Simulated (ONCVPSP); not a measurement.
**Ge (Z = 32): one change to an ONCV potential, before and after**

* Element: germanium
* Generator: ONCVPSP 4.0.1
* Type: optimised norm-conserving Vanderbilt (ONCV)
* Functional: Wu-Cohen
* Relativity: scalar-relativistic
* Frozen core: [Ne] 3s2
* Valence charge: 20
* Reference configuration: 3p6 3d10 4s2 4p2
* Partial waves: 4s: rc 1.80 bohr, ncon 4, nbas 7, qcut 3 1/bohr, 3 projectors, debl 4 Ha; 3p+4p: rc 1.15 bohr, ncon 4, nbas 7, qcut 14.4 1/bohr, 2 projectors; 3d: rc 0.65 bohr, ncon 3, nbas 7, qcut 16.1 1/bohr, 2 projectors, debl 2.6 Ha
* Local potential: polynomial inside 0.50 bohr (lpopt 4, dvloc0 0 Ha)
* Core correction: Teter function, fcfact 3.75, rcfact 1.2

Change: d: qcut 21.9.

Cutoffs: the cutoffs (Ha) at which the residual kinetic energy of the hardest occupied pseudo-wave falls to 1 and 0.1 mHa per electron; they do not see the model core or the augmentation charge, which bear on the density cutoff. Errors are all-electron minus pseudo energies relative to the spin-unpolarised reference configuration.

Problem. How do hardness, ghosts and transferability respond?

Solution. The potential gets softer (415 Ha and 761 Ha → 193 Ha and 217 Ha); both files keep a bound ghost (s); the errors of the 4 common tests hardly move.

| quantity | base | changed |
| --- | --- | --- |
| cutoff, loose | 415 Ha | 193 Ha |
| cutoff, tight | 761 Ha | 217 Ha |
| loose cutoff by channel | s 28 Ha, p 61 Ha, d 415 Ha | s 28 Ha, p 61 Ha, d 193 Ha |
| bound ghosts | s | s |
| GHOST(+) flags under 300 eV | none | none |
| error for 3p6 3d10 4s2 4p1, meV [ΔE 7.46 eV] | -0.6 | -0.6 |
| error for 3p6 3d10 4s2 4p0, meV [ΔE 22.94 eV] | -2.1 | -2.0 |
| error for 3p6 3d10 4s1 4p0, meV [ΔE 57.80 eV] | -13 | -14 |
| error for 3p6 3d10 4s0 4p4, meV [ΔE 16.26 eV] | -31 | -31 |
| s: phases at 1.83 bohr within 0.05 rad from the reference energy up to (Ha; the scan ends near 5) | to the end of the scan | to the end of the scan |
| p: phases at 1.17 bohr within 0.05 rad from the reference energy up to (Ha; the scan ends near 5) | to the end of the scan | to the end of the scan |
| d: phases at 0.66 bohr within 0.05 rad from the reference energy up to (Ha; the scan ends near 5) | to the end of the scan | to the end of the scan |
| rms error of d²Exc/dni dnj with the model core, mHa | 2.87 | 2.87 |

 A true bound ghost makes a file unfit for plane-wave use even where its test errors are small: the radial tests pick states by their node count and pass the ghost by.
